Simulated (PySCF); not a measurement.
Si(F)(Cl)(Me)(OH) (CH4ClFOSi), SMILES C[Si](O)(F)Cl.

Coordinates come from a PBE0-D3(BJ)/def2-SVP optimisation. One conformer was computed; it need not be the lowest.

Two levels are set side by side: TDA-PBE/def2-SVPD (PySCF) and TDA-PBE0/def2-SVPD (PySCF). Vertical, same geometry. The lowest singlet is HOMO→LUMO 96 % with PBE and HOMO→LUMO 79 %, HOMO−1→LUMO 15 % with the other functional; states are paired by order. Differences are taken from unrounded values.

| quantity | TDA-PBE0 |
|---|---|
| lowest singlet excitation (eV) | 8.16 |
| lowest triplet excitation (TDA) (eV) | 7.85 |
| first bright state (f over 0.05) (eV) | 8.32 |
| its oscillator strength | 0.09 |

### Question
What does TDA-PBE give, and how far is it from TDA-PBE0? (Estimate from the structure and the level; the computed values follow.)

### Answer

| quantity | TDA-PBE | TDA-PBE minus TDA-PBE0 |
|---|---|---|
| lowest singlet excitation (eV) | 7.19 | -0.97 |
| lowest triplet excitation (TDA) (eV) | 7.00 | -0.85 |
| first bright state (f over 0.05) (eV) | 7.33 | -0.98 |
| its oscillator strength | 0.06 | -0.03 |

Functionals without exact exchange tend to place singlet excitations lower, as here. Differences between two approximate levels are no errors against the true value.

Rough cost on one machine, each run with all the roots and properties that it gave: TDA-PBE0 against TDA-PBE about 2 times.
